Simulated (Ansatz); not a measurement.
Q: Predict a relaxed structure of the cluster AlSi3⁺ (the lowest singlet isomer of a short search), charge 1, singlet, at PBE0-D4/def2-TZVP (Ansatz).

A: 
Cartesian coordinates in Å:
```
Al 0.4063 1.8458 0.0269
Si -0.5564 0.0400 1.3232
Si -0.3798 -1.7253 -0.0251
Si 0.5298 -0.1606 -1.3250
```
Point group C2v (tolerance 0.1 Å). This is one stationary point.

The structure comes from a short search, and lower isomers may exist.
